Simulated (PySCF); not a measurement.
C3H7BF2O, SMILES C[C@@H](O)B(F)CF.

Coordinates come from a r2SCAN-D4/def2-SVP optimisation. The structure was generated by enumeration; whether it is a known compound was not checked. The values are those of a single conformer.

Vertical ionisation energy (IE) and electron affinity (EA) in eV. Rows of orbital energies are one-electron estimates. Where ΔSCF, EOM or ADC give a negative EA the extra electron is unbound and the value depends on the basis.

```
level                                          IE    EA
-------------------------------------------  ----  ----
−ε(HOMO), −ε(LUMO), ωB97X/def2-TZVP (PySCF)   ___   ___
−ε(HOMO), −ε(LUMO), PBE/def2-TZVP (PySCF)    6.34  1.47
```

Task: Complete the blanks. (An estimate is asked for; the answer gives what the named calculation found.)

Result: 
- −ε(HOMO), −ε(LUMO), ωB97X/def2-TZVP (PySCF), IE: 10.52
- −ε(HOMO), −ε(LUMO), ωB97X/def2-TZVP (PySCF), EA: -1.84
